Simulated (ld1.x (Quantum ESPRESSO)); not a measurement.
Varying the TM potential for calcium (Ca)

Base potential:

```
Element                 : Ca (Z = 20)
Generator               : ld1.x (Quantum ESPRESSO) 7.5
Type                    : norm-conserving Troullier–Martins (Kleinman–Bylander form)
Functional              : PBE
Relativity              : non-relativistic
Frozen core             : [Ne]
Valence charge          : 10
Reference configuration : 3s2 3p6 3d0 4s1 4p1
Partial waves           : 3p (bound): rc 1.30 bohr; 3d (bound, empty): rc 2.70 bohr; 3s (bound): rc 1.70 bohr
Local potential         : the s channel
Core correction         : a·sin(br)/r model core, default radius (core density twice the valence density)
```

Occupied shells without a wave of their own: 4p, 4s. They enter only through the test configuration that unscreens the potential, and ld1.x also counts them in the model core charge.

Cutoffs, loose and tight: the cutoffs (Ry, on a coarse ladder) from which the occupation-weighted sum of valence levels, in a spherical-Bessel basis at the reference potential, stays within 10 and 1 mRy of its value at 400 Ry. They do not see the model core or the augmentation charge, which bear on the density cutoff. Test errors are all-electron minus pseudo excitation energies from the reference, over the configurations 3s2 3p6 3d0 4s2 4p0; 3s2 3p6 3d0 4s1 4p0; 3s2 3p6 3d0 4s0 4p0; 3s2 3p6 3d1 4s1 4p0; 3s2 3p6 3d0.5 4s1.5 4p0; 3s2 3p6 3d0 4s0 4p1; 3s1 3p6 3d0 4s2 4p0. A dash means not determined; rows that change the core or the reference have their own tests. The largest error is taken over the tests solved by every variant that gives reliable tests at all: 3s1 3p6 3d0 4s2 4p0; 3s2 3p6 3d0 4s0 4p0; 3s2 3p6 3d0 4s0 4p1; 3s2 3p6 3d0 4s1 4p0; 3s2 3p6 3d0.5 4s1.5 4p0; 3s2 3p6 3d1 4s1 4p0.

With those shells counted twice in exchange and correlation these files are broken, and their errors move erratically; no question is asked of them.

The default core radius of the base comes out at 0.61 bohr.

```csv
change,outcome,"cutoff, loose","cutoff, tight",bound ghosts,largest test error (meV)
base,"generated, misses its reference levels by 0.29 eV",55 Ry,80 Ry,none,-1265
reference 3s2 3p6 3d0 4s1.75 4p0.25,"generated, misses its reference levels by 0.27 eV",55 Ry,80 Ry,none,-1594
core correction a·sin(br)/r model core inside 1.46 bohr,"generated, misses its reference levels by 0.29 eV",55 Ry,80 Ry,none,-1264
scalar-relativistic,"generated, misses its reference levels by 0.30 eV",55 Ry,80 Ry,none,-1281
wave 3p (bound): rc 1.30 bohr becomes 3p (bound): rc 0.80 bohr,"generated, misses its reference levels by 0.29 eV",200 Ry,over 300 Ry,none,-1269
functional BP86,"generated, misses its reference levels by 0.30 eV",55 Ry,80 Ry,none,-1464
wave 3d (bound): rc 2.70 bohr becomes 3d (bound): rc 2.44 bohr,"generated, misses its reference levels by 0.29 eV",55 Ry,80 Ry,none,-1265
"type PAW; waves now 3s (bound): rcut 1.55, rcutus 1.70 bohr; 4s (bound): rcut 1.55, rcutus 1.70 bohr; 3p (bound): rc 1.30 bohr; 4p (bound): rc 1.30 bohr; 3d (bound): rcut 2.35, rcutus 2.70 bohr; 3d channel at 0.65 Ry: rcut 2.35, rcutus 2.70 bohr; local potential all-electron potential smoothed inside 1.55 bohr (lloc = -1); augmentation BESSEL, radius 1.00 bohr",failed: invmat: error in DGETRF,–,–,–,–
```
